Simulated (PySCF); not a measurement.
## Excitation energy of Ba⁺ by level of theory

Ba⁺ [Xe] 6s1 (2S) → Ba⁺ [Xe] 5d1 (2D), as a difference of total energies. Calculation: PySCF 2.14, in x2c-TZVPPall (11s7p6d2f1g, 85 functions); the spin-free X2C one-electron Hamiltonian (Gaussian nucleus). Correlated levels: valence and next inner shell: [Kr] 4d10 frozen. The calculations carry no spin-orbit coupling.

```
                                method  excitation energy (eV)  error (eV)
                                   UHF                   0.757      +0.093
    MP2 (valence and next inner shell)                   0.882      +0.218
SCS-MP2 (valence and next inner shell)                   0.837      +0.173
   CCSD (valence and next inner shell)                   0.794      +0.130
CCSD(T) (valence and next inner shell)                   0.803      +0.139
```

Reference: 0.664 eV (measured; NIST levels, between the centres of gravity of the two terms).

Errors of the correlated levels include the incompleteness of this basis and the frozen core.
